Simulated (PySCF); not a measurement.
C2H6N, SMILES C=[NH+]C, charge +1. Atoms are numbered in the order given.

```xyz
9

C     -0.2322    -1.2380     0.0000
N      0.4102    -0.1306     0.0000
C     -0.1693     1.2142     0.0000
H     -1.3247    -1.2271     0.0000
H      0.3183    -2.1811     0.0000
H      1.4374    -0.1720     0.0000
H      0.1842     1.7466     0.8939
H     -1.2617     1.1438     0.0000
H      0.1842     1.7466    -0.8939
```
Charge +1, spin multiplicity 1.

Geometry: PBE-D3(BJ)/def2-TZVP. The isomer is the one that the SMILES or the coordinates give; other isomers of the formula were not compared.

All values below come from TDA-M06-2X/def2-SVPD run with PySCF.

Vertical excitations. The molecule is in vacuum. State labels are in the subgroup Cs.

Computed lowest excited states:
```json
[
 {"state": "S1", "symmetry": "A\"", "energy (eV)": "7.67", "λ (nm)": "162", "f": "0.000", "main pairs": "HOMO−2→LUMO 97 %"},
 {"state": "S2", "symmetry": "A'", "energy (eV)": "8.22", "λ (nm)": "151", "f": "0.378", "main pairs": "HOMO→LUMO 94 %"},
 {"state": "S3", "symmetry": "A\"", "energy (eV)": "8.41", "λ (nm)": "148", "f": "0.000", "main pairs": "HOMO−1→LUMO 96 %"},
 {"state": "S4", "symmetry": "A\"", "energy (eV)": "10.10", "λ (nm)": "123", "f": "0.000", "main pairs": "HOMO→LUMO+1 91 %"},
 {"state": "S5", "symmetry": "A\"", "energy (eV)": "10.36", "λ (nm)": "120", "f": "0.002", "main pairs": "HOMO−4→LUMO 89 %"},
 {"state": "S6", "symmetry": "A'", "energy (eV)": "11.08", "λ (nm)": "112", "f": "0.134", "main pairs": "HOMO−3→LUMO 89 %"},
 {"state": "S7", "symmetry": "A\"", "energy (eV)": "11.33", "λ (nm)": "109", "f": "0.004", "main pairs": "HOMO→LUMO+2 71 %, HOMO→LUMO+4 16 %"},
 {"state": "S8", "symmetry": "A'", "energy (eV)": "11.71", "λ (nm)": "106", "f": "0.090", "main pairs": "HOMO−1→LUMO+1 85 %"},
 {"state": "S9", "symmetry": "A\"", "energy (eV)": "11.75", "λ (nm)": "106", "f": "0.067", "main pairs": "HOMO→LUMO+3 49 %, HOMO→LUMO+4 24 %, HOMO−5→LUMO 20 %"},
 {"state": "S10", "symmetry": "A\"", "energy (eV)": "11.91", "λ (nm)": "104", "f": "0.001", "main pairs": "HOMO−5→LUMO 49 %, HOMO→LUMO+4 33 %"},
 {"state": "T1", "symmetry": "A'", "energy (eV)": "5.16", "λ (nm)": "240", "f": "0", "main pairs": "HOMO→LUMO 85 %, HOMO−3→LUMO 13 %"},
 {"state": "T2", "symmetry": "A\"", "energy (eV)": "7.19", "λ (nm)": "172", "f": "0", "main pairs": "HOMO−2→LUMO 97 %"},
 {"state": "T3", "symmetry": "A\"", "energy (eV)": "8.27", "λ (nm)": "150", "f": "0", "main pairs": "HOMO−1→LUMO 93 %"},
 {"state": "T4", "symmetry": "A'", "energy (eV)": "9.50", "λ (nm)": "130", "f": "0", "main pairs": "HOMO−3→LUMO 85 %, HOMO→LUMO 14 %"}
]
```
Triplets are in the Tamm–Dancoff approximation.
